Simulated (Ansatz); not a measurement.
`[NH2][GaH][CH2][SiH3]` + H₂ → `[NH2][GaH2]` + `C[SiH3]` at 298.15 K and 1 bar (hydrogenolysis of a Ga–C bond).

Gas-phase electronic energies from Ansatz, PBE0-D4/def2-TZVP geometries. CCSD(T)/CBS is the MP2 limit (def2-TZVPP, def2-QZVPP) plus CCSD(T) − MP2 in def2-TZVPP, frozen cores. This one scheme is used for every species. For Ga outer-core shells are correlated without core-valence functions, which leaves a few kJ/mol of doubt a bond. Scalar relativity is left out up to krypton. Each species was taken in one conformer, which may not be the lowest.

```csv
species,CCSD(T)/CBS energy (Eh),H − E (kJ/mol),S (J/(mol·K))
`[NH2][GaH][CH2][SiH3]`,-2310.61356,243.4,373.6
H₂,-1.17544,35.1,130.4
`[NH2][GaH2]`,-1981.05479,115.2,263.8
`C[SiH3]`,-330.73916,173.3,255.5
```

H − E and S are ideal-gas, rigid-rotor, harmonic terms from PBE0-D4/def2-TZVP, for one conformer and one mirror image of each species. For small species the MP2-based limit differs from directly extrapolated CCSD(T) by up to some mEh (0.8 for H₂); such offsets cancel only in part. 1 Eh = 2625.50 kJ/mol, R = 8.31446 J/(mol·K).

Problem. By hand: ΔE, ΔH, ΔS and ΔG.

Solution. ΔE = (-1981.05479) + (-330.73916) − (-2310.61356) − (-1.17544) = -0.00495 Eh = -13.0 kJ/mol. Δ(H − E) = 115.2 + 173.3 − 243.4 − 35.1 = 10.0, so ΔH = -3.0 kJ/mol. ΔS = 263.8 + 255.5 − 373.6 − 130.4 = 15.3 J/(mol·K). ΔG = -3.0 − 298.15 × (15.3)/1000 = -7.6 kJ/mol.

Problem. By hand: the equilibrium constant, and the temperature at which ΔG would vanish if ΔH and ΔS stayed fixed.

Solution. log₁₀ K = −ΔG/(RT ln 10) = 1.3. ΔH and −TΔS have one sign here, so there is no such temperature. One of them is within its doubt of zero, so this could turn.

TΔS isn't small against ΔH here. A doubt of 5 kJ/mol in ΔE shifts log₁₀ K by 0.9 here. Other conformers and mirror images would add mixing entropy, several J/(mol·K) or more a flexible species. Modes under 60 cm⁻¹, often nearly free rotors, make the harmonic entropy too high. These are equilibria of isolated gas molecules and say nothing of rates. Largest T1 diagnostic: 0.014 (customary marks: 0.02 for closed shells, 0.045 for open ones).
